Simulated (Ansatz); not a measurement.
# One elementary step

Start structure (BH₄SBr, singlet), relaxed at PBE0-D4/def2-TZVP:

```
7
angstrom
B -0.6046 -0.4972 -0.3135
Br 0.0137 0.2573 -2.0542
H -0.3637 -1.6653 -0.1865
H -1.7083 -0.1432 -0.0044
H 1.7278 0.1484 0.6236
S 0.4921 0.2989 1.1373
H 0.4430 1.6011 0.7977
```

The step: BH₂Br ([BH2][Br]) + H₂S → BH₃S ([BH2][SH]) + HBr; bonds formed: Br2–H5; dative contacts that become bonds: B1–S6; bonds broken: B1–Br2, H5–S6. Ansatz 0.2.0; basis: def2-TZVPP and def2-QZVPP; cores frozen in the correlated methods. Filled d shells of the heavier atoms are correlated. The def2 sets are not built for correlating such inner shells, so the correlated values are less sure here. Extrapolation: Hartree–Fock as exp(−7.88 √X), correlation as X^−2.97. Energies below are by CCSD(T) at an estimated basis limit (MP2 extrapolated from triple and quadruple zeta, plus CCSD(T) − MP2 in triple zeta).

**Question.** What are the electronic barrier and the energy of the step, from the start structure to the end structure? (An estimate is asked for; the value comes from the calculation.)

**Answer.** The calculation gives: Barrier 0.891 eV; step energy 0.268 eV (uphill); reverse barrier, their difference, 0.623 eV. Barrier and step energy count from the start structure, the reverse barrier from the end structure.

The saddle point: One imaginary mode of 600i cm⁻¹.
| pair | start (Å) | saddle (Å) | end (Å) |
| --- | --- | --- | --- |
| B1–S6 | 1.99 | 1.90 | 1.77 |
| Br2–H5 | 3.18 | 1.61 | 1.43 |
| B1–Br2 | 2.00 | 2.35 | 4.45 |
| H5–S6 | 1.35 | 1.76 | 2.51 |

Zero-point energy (harmonic, PBE0-D4): ZPE is 1.129 eV at the start and 0.995 eV at the saddle, so the barrier goes from 0.891 to 0.757 eV.

First-order rate constant out of the start structure at 298 K by transition-state theory, with harmonic vibrational free energies alone and no tunnelling: ΔA‡ = 0.769 eV, so k = (kB T/h) exp(−ΔA‡/kB T) ≈ 10^0 s⁻¹ (an order of magnitude at best: rotation, the number of equivalent paths and anharmonicity are left out).

No T1 diagnostic of these runs exceeds 0.011.

Labels in which every atom is bracketed show which atoms are joined, not bond orders.

For scale, one of the runs: CCSD(T)/def2-TZVPP, 177 basis functions (an equivalent command: `ansatz run in.yaml --threads 2`). The run took 31 s on 2 CPU threads (shared host), with 1.7 GiB of host memory at its peak.
